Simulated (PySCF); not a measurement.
Method: TPSSh-D3(BJ)/def2-TZVP // TPSS-D3(BJ)/def2-SVP in PySCF 2.14.0. Gas-phase values, no solvent. One relaxed conformer stands for a flexible species; it need not be the lowest. 

Reference species: [Y(OH)(NH2)2] (neutral, multiplicity 1).

```
Property                                                        Result
------------------------------------------------------------  --------
coordination number                                                  3
HOMO                                                          -5.61 eV
charge on the central atom (Mulliken)                           1.47 e
mean distance from the central atom to its bonded neighbours   2.122 Å
```

Changed species: [Y(NH2)3] (3 of 3 OH replaced by NH2; the reference has 2 of 3 OH replaced by NH2).

Q: What does the change do to the coordination number, HOMO, charge on the central atom (Mulliken) and mean distance from the central atom to its bonded neighbours?

A: the coordination number is nearly the same; the HOMO increases by 0.09 eV, to -5.52 eV; the charge on the central atom (Mulliken) falls by 0.03 e, to 1.44 e; the mean distance from the central atom to its bonded neighbours increases by 0.040 Å, to 2.162 Å.
